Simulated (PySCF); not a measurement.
Compound: C5H12FPSi.
Numbering: `[CH3:1][P:2]1[CH2:3][CH2:4][SiH:5]([F:6])[CH2:7][CH2:8]1`

Geometry (GFN2-xTB, Å), atoms numbered from 1 in this order:
```xyz
20
C5H12FPSi angstrom
C     -2.6843   -0.3451   -0.3422
P     -1.1771   -0.2396    0.7283
C     -0.4950    1.3604    0.0594
C      0.9098    1.6307    0.5941
Si     2.1295    0.2984    0.0217
F      3.4627    0.3889    0.9373
C      1.3349   -1.4046    0.2635
C     -0.1071   -1.4181   -0.2393
H     -3.1220   -1.3364   -0.2366
H     -3.4127    0.3900   -0.0045
H     -2.4448   -0.1639   -1.3893
H     -0.4919    1.3287   -1.0349
H     -1.1806    2.1547    0.3716
H      1.2364    2.6226    0.2740
H      0.8740    1.6527    1.6860
H      2.6065    0.5140   -1.3426
H      1.9055   -2.1797   -0.2527
H      1.3423   -1.6676    1.3241
H     -0.1478   -1.1604   -1.3026
H     -0.5434   -2.4151   -0.1184
```

NICS is the negative of the GIAO shielding at a point without a nucleus: at the ring centre (0) and 1 Å above and below it (1); zz is the component along the ring normal. Level: GIAO PBE0/pcSseg-1 (PySCF, non-relativistic, gas phase) on the GFN2-xTB geometry, one conformer.

Ring bond lengths (Å), with Mayer bond orders in brackets: P2–C3 1.864 (0.94), C3–C4 1.527 (1.02), C4–Si5 1.895 (0.90), Si5–C7 1.895 (0.90), C7–C8 1.527 (1.02), C8–P2 1.863 (0.94).

Problem. Give the NICS values of each ring in ppm.

Solution. 
| ring | type | NICS(0) | NICS(1), two faces | NICS(1)zz, two faces | rms pucker (Å) | centre to ring atoms, mean (Å) |
| --- | --- | --- | --- | --- | --- | --- |
| P2–C3–C4–Si5–C7–C8 | 6-membered ring with P and Si; formal bonds all single | -2.9 | -2.8 / -2.3 | 3.8 / 4.6 | 0.30 | 1.68 |

Problem. What can be read from them?

Solution. 
- P2–C3–C4–Si5–C7–C8: mean NICS(1)zz 4.2 ppm, deshielded. C3, C4, Si5, C7, C8 have four or more neighbours, so the value isn't read as a sign of a π ring current.

Problem. What is the mean of the two in-plane components of NICS at the first NICS(1) probe listed for ring P2–C3–C4–Si5–C7–C8, 1 Å off the ring?

Solution. The isotropic value is a third of the trace: (3 × -2.8 − (3.8))/2 = -6.1 ppm.
